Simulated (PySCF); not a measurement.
Assigning NMR signals

Bonds (- single, = double, # triple, : aromatic): C1-C2, C2-C3, C2-C4, C4-C5, C5-F6, C5-Si7, Si7-C2. C1 carries H8, H9, H10; C3 carries H11, H12, H13; C4 carries H14, H15; C5 carries H16; Si7 carries H17, H18. Stereochemistry as in CC1(C)C[C@H](F)[SiH2]1. H15, H18 are cis to F6 on the ring; H14, H17 are trans to F6 on the ring.

Relativity neglected, one conformer, rapidly exchanging positions averaged, no solvent model. Geometry: GFN2-xTB; σ from GIAO-PBE0/pcSseg-1; PySCF.

References, each an isolated molecule treated in the same way: ¹³C (σ = 186.93 ppm), ¹H (σ = 31.72 ppm) against TMS.

Question: Assign these signals to the numbered atoms. ¹³C{¹H} NMR (computed): δ 85.7 (CH), 50.6 (CH2), 31.9 (CH3), 31.1 (CH3), 23.2 (C).

Answer: 
| δ (ppm) | atoms | environment | reason |
| --- | --- | --- | --- |
| 85.7 | C5 | sp3 CH bonded to F and Si | the inductive effect lowers its shielding |
| 50.6 | C4 | sp3 CH2 in a ring | aliphatic region, no heteroatom directly attached |
| 31.9 | C1 | methyl carbon | saturated and bonded to C and H only |
| 31.1 | C3 | methyl carbon | – |
| 23.2 | C2 | fully substituted sp3 carbon bonded to Si | – |

C1 and C3 lie closer than the usual error of such a calculation, so a measured spectrum could show them in the other order.

Question: Assign these signals to the numbered atoms. ¹H NMR (300 MHz, computed): δ 5.38 (m, 1H), 4.63 (m, 1H), 4.58 (m, 1H), 2.58 (m, 1H), 2.40 (m, 1H), 1.32 (s, 3H), 1.20 (s, 3H).

Answer: 
| δ (ppm) | atoms | environment | reason |
| --- | --- | --- | --- |
| 5.38 | H16 | hydrogen on an sp3 CH bonded to F and Si | its carbon carries F, an electronegative neighbour |
| 4.63 | H18 | hydrogen on a silicon bonded to 2 C, in a 4-membered ring | – |
| 4.58 | H17 | hydrogen on a silicon bonded to 2 C, in a 4-membered ring | – |
| 2.58 | H14 | hydrogen on an sp3 CH2 in a ring | – |
| 2.40 | H15 | hydrogen on an sp3 CH2 in a ring | – |
| 1.32 | H8/H9/H10 | hydrogen on a methyl carbon | – |
| 1.20 | H11/H12/H13 | hydrogen on a methyl carbon | – |

H18 and H17 lie closer than the usual error of such a calculation, so a measured spectrum could show them in the other order.

Splittings by ¹⁹F in the carbon and heteronuclear signals aren't shown, as no couplings were computed. Shifts are as computed. Against solution values, carbons near 30 ppm lie about +3 ppm off and those near 130 ppm about +5 ppm. Of 1309 compounds with measured shifts, 239 miss one by over three times the rms of a fit or turn the order of signals round; such compounds aren't used in these exercises. Multiplicities follow the n + 1 count of equivalent neighbours, as no J values were calculated; m marks all less simple cases, F and P coupling included.
